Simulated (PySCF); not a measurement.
# Simulated characterisation data

[PySCF: J couplings at B3LYP/pcJ-1 (spin–dipole term left out of most H,H and C,H couplings); NMR shieldings at PBE0/pcSseg-1/GIAO; structure optimised with PBE0-D3(BJ)/def2-SVP; equivalent nuclei averaged; single conformer; non-relativistic; no solvent]

Chemical shifts δ = σref − σ; ¹H and ¹³C against TMS, all at this level. Multiplet labels drop J under 1 Hz and among equivalent protons, and merge close values. Unscaled 3J(H,H) run several per cent high. Where no couplings were computed, multiplicities follow the n + 1 count of equivalent neighbours, and m marks all less simple cases (inequivalent or close neighbours, rings, F or P nearby). Vicinal couplings that depend on rotamer populations or ring flexing (ring, CH–CH, X–H and H–F types) are those of the one conformer. One-bond C–F couplings are unscaled and too large by tens of Hz. Couplings to H on boron are left out. Carbons bonded to boron are broad in practice. Shifts are as computed. Against solution values, carbons near 30 ppm lie about +2 ppm off and those near 130 ppm about +5 ppm. Of 1313 compounds with measured shifts, 239 miss one by over three times the rms of a fit or turn the order of signals round; such compounds aren't used in these exercises. OH and NH positions are gas-phase values without hydrogen bonding to other molecules.

Compound 1 (C$_{2}$H$_{4}$BFO$_{2}$). ¹H NMR (500 MHz, computed): δ 5.64 (d, J = 46.5 Hz, 1H), 5.54 (d, J = 20.2 Hz, 1H), 2.98 (br s, 2H). ¹³C{¹H} NMR (computed): δ 174.0 (C, d, J = 338.9 Hz), 115.8 (CH2, d, J = 10.0 Hz). Structure: SMILES C=C(F)B(O)O.

Compound 2 (C$_{2}$H$_{7}$BO). ¹H NMR (500 MHz, computed): δ 7.62 (br, 2H), 3.82 (s, 2H), 3.26 (s, 3H). ¹³C{¹H} NMR (computed): δ 80.0 (CH2), 61.5 (CH3). Structure: `InChI=1S/C2H7BO/c1-4-2-3/h2-3H2,1H3`.

Compound 3 (C$_{7}$H$_{16}$B$_{2}$). ¹H NMR (500 MHz, computed): δ 7.67 (br, 1H), 2.16 (m, 1H), 1.76 (m, 1H), 1.53 (m, 1H), 1.47 (m, 1H), 1.37 (m, 1H), 1.32 (m, 1H), 1.29 (m, 1H), 0.82 (s, 6H), 0.76 (m, 1H), 0.09 (m, 1H). ¹³C{¹H} NMR (computed): δ 34.6, 30.8, 29.7, 25.1, 24.9, 12.9. Structure: `CB(C)[C@H]1CBCCC1`.
